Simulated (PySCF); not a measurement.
**Correlation energy of Cr²⁺ (chromium, charge +2)**

[Ar] 3d3 4s1, high-spin 5F determinant (an excited configuration). All numbers are calculated (PySCF 2.14, the spin-free X2C one-electron Hamiltonian (Gaussian nucleus), in x2c-TZVPPall with one added diffuse shell each of s, p, d, f type (7s6p5d3f1g, 80 functions)). Frozen: [Ne]; 12 electrons correlated.

| level | correlation energy (mhartree) |
| --- | --- |
| CCSD | -325.16 |
| (T) | -6.08 |
| CCSD(T) | -331.24 |

Diagnostics: T1 = 0.0062, D1 = 0.0213, largest double amplitude 0.033.

Question: Is a single reference adequate?

Answer: Yes: T1 lies below 0.03 and no double amplitude reaches 0.07.

This basis was not built for core-valence correlation, so the inner-shell part is incomplete.
